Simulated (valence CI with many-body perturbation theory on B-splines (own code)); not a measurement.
E1 line list for Mg⁷⁺

Calculated by relativistic CI+MBPT: three valence electrons over a frozen Dirac-Fock core [He], radial functions for each j: 11 s, 11 p, 10 d, 8 f, 5 g, 2 h, with the one-electron correlation potential Σ1, the two-electron term Σ2, the three-electron term Σ3, Breit, model QED; selected CI, second order for the rest, scaled by the run's own slope (own B-spline code, finite nucleus).

No measured levels were compared; by estimate levels hold to about 100 cm⁻¹ or 0.05 % of their energy and the worst to 300 or 400 cm⁻¹, as in measured light ions of charge 2 to 7.

Lines 351 to 400 of 580 in falling wavelength, among levels below 1904500 cm⁻¹, chosen from the strongest by gf and those to the six lowest levels. Wavelengths and rates use the calculated energies, so an error of 200 cm⁻¹ moves a line at 246.4 Å by 0.049 % and its rate by three times that or more. Electric multipoles are in the length gauge, E1 and E2 with the static RPA response of the core. Weak lines are less certain than strong ones. Lines between different terms over intervals too small for the method are left out, as are lines whose strength nearly cancels. Where a level lies close to another of its J and parity, the split of strength between their lines is uncertain. The highest levels of a list are the least certain.

Names give the largest LS component (configuration and term), which can be under half, so a name can repeat, a term be missing and a line seem to break the LS rules; names also repeat where a configuration has a term twice. Letters in brackets count levels of one name in rising energy.

```
λ vac (Å)               Upper               Lower   A (s⁻¹)  log gf  Branch %
    246.4      2s2p4d ⁴P°_3/2       2s2p3p ⁴P_3/2  6.88e+09   -0.60       4.3
    246.3      2s2p4d ⁴P°_1/2       2s2p3p ⁴P_3/2  1.41e+10   -0.59       9.2
    242.9      2s2p4d ⁴D°_5/2       2s2p3p ⁴S_3/2  5.64e+09   -0.52       2.7
    241.1      2s2p4d ⁴P°_5/2       2s2p3p ⁴S_3/2  1.15e+10   -0.22       7.1
    240.8      2s2p4d ⁴P°_3/2       2s2p3p ⁴S_3/2  1.21e+10   -0.37       7.5
    240.6      2s2p4d ⁴P°_1/2       2s2p3p ⁴S_3/2  1.25e+10   -0.66       8.1
    239.6      2s2p4d ⁴F°_7/2       2s2p3p ⁴D_7/2  2.60e+09   -0.75       6.8
    239.3        2s²4d ²D_5/2       2s²3p ²P°_3/2  2.73e+10    0.15      16.0
    239.1      2s2p4d ⁴F°_5/2       2s2p3p ⁴D_5/2  5.65e+09   -0.54      15.4
    239.0      2s2p4d ⁴F°_3/2       2s2p3p ⁴D_3/2  6.13e+09   -0.68      18.2
    238.9        2s²4d ²D_3/2       2s²3p ²P°_1/2  2.27e+10   -0.11      13.3
    238.8      2s2p4d ⁴F°_9/2       2s2p3p ⁴D_7/2  3.05e+10    0.42      99.6
    238.7      2s2p4d ⁴F°_3/2       2s2p3p ⁴D_1/2  1.68e+10   -0.24      49.8
    238.6      2s2p4d ⁴F°_5/2       2s2p3p ⁴D_3/2  1.99e+10    0.01      54.4
    238.6      2s2p4d ⁴F°_7/2       2s2p3p ⁴D_5/2  2.73e+10    0.27      71.5
    237.5      2s2p4d ⁴F°_5/2   2s2p3p ²P_3/2 [a]  4.33e+09   -0.66      11.8
    237.2      2s2p4d ⁴F°_3/2   2s2p3p ²P_1/2 [a]  5.60e+09   -0.72      16.6
    236.4      2s2p4d ⁴D°_7/2       2s2p3p ⁴D_7/2  7.72e+09   -0.29       3.1
    236.2      2s2p4d ⁴D°_5/2       2s2p3p ⁴D_5/2  4.31e+09   -0.66       2.1
    233.5      2s2p4d ²D°_5/2   2s2p3p ²P_3/2 [a]  1.31e+10   -0.19       8.9
    233.2      2s2p4d ²D°_3/2   2s2p3p ²P_1/2 [a]  1.31e+10   -0.37      10.6
    232.4       2s2p4p ²P_3/2  2s2p3s ²P°_3/2 [a]  6.25e+09   -0.69       8.1
    227.4      2s2p4d ²P°_3/2   2s2p3p ²P_3/2 [a]  6.51e+09   -0.70       4.2
    226.6       2s2p4p ²D_5/2  2s2p3s ²P°_3/2 [a]  1.00e+10   -0.33      12.0
    226.5       2s2p4p ²D_3/2  2s2p3s ²P°_1/2 [a]  7.47e+09   -0.64       8.8
    217.9       2s2p4p ⁴D_3/2      2s2p3s ⁴P°_3/2  5.71e+09   -0.79      33.5
    217.5       2s2p4p ⁴D_7/2      2s2p3s ⁴P°_5/2  1.17e+10   -0.18      79.6
    217.4       2s2p4p ⁴D_5/2      2s2p3s ⁴P°_3/2  9.30e+09   -0.40      62.5
    215.4       2s²4p ²P°_3/2        2s²3s ²S_1/2  8.55e+09   -0.62      26.4
    215.2       2s2p4p ⁴P_3/2      2s2p3s ⁴P°_5/2  8.02e+09   -0.65      57.1
    215.0       2s2p4p ⁴P_5/2      2s2p3s ⁴P°_5/2  7.87e+09   -0.49      55.3
    189.7       2s²5f ²F°_7/2        2s²3d ²D_5/2  2.34e+10    0.00      64.9
    189.6       2s²5f ²F°_5/2        2s²3d ²D_3/2  2.19e+10   -0.15      61.6
    171.9        2s²5d ²D_5/2       2s²3p ²P°_3/2  1.47e+10   -0.41      16.5
    171.6        2s²5d ²D_3/2       2s²3p ²P°_1/2  1.20e+10   -0.67      13.4
    95.82       2s²3p ²P°_3/2        2s2p² ²D_5/2  5.05e+09   -1.56      72.0
    91.16        2p²3s ²P_3/2         2p³ ²P°_3/2  3.34e+10   -0.78      32.2
    86.87  2s2p3s ²P°_3/2 [a]        2s2p² ²D_5/2  4.57e+10   -0.68      64.4
    86.49        2p²3s ²P_3/2         2p³ ²D°_5/2  4.74e+10   -0.67      45.8
    86.39  2s2p3d ²D°_5/2 [a]        2s2p² ²P_3/2  4.86e+10   -0.49      19.5
    86.26  2s2p3d ²D°_3/2 [a]        2s2p² ²P_1/2  4.61e+10   -0.69      19.5
    85.75  2s2p3s ²P°_3/2 [b]        2s2p² ²P_3/2  5.06e+10   -0.65      36.1
    85.26        2p²3s ²D_3/2         2p³ ²D°_3/2  5.76e+10   -0.60      67.5
    85.25        2p²3s ²D_5/2         2p³ ²D°_5/2  5.87e+10   -0.42      68.5
    84.92    2p²3d ²P_3/2 [a]         2p³ ²P°_3/2  6.82e+10   -0.53      53.4
    84.85        2p²3s ⁴P_3/2         2p³ ⁴S°_3/2  4.78e+10   -0.69      91.1
    84.78    2p²3d ²P_1/2 [a]         2p³ ²P°_1/2  8.01e+10   -0.76      48.1
    84.73        2p²3s ⁴P_5/2         2p³ ⁴S°_3/2  4.83e+10   -0.51      91.1
    83.10        2p²3s ²S_1/2         2p³ ²P°_3/2  9.02e+10   -0.73      61.6
    82.83        2s²3s ²S_1/2       2s²2p ²P°_3/2  5.14e+10   -0.98      66.9
```
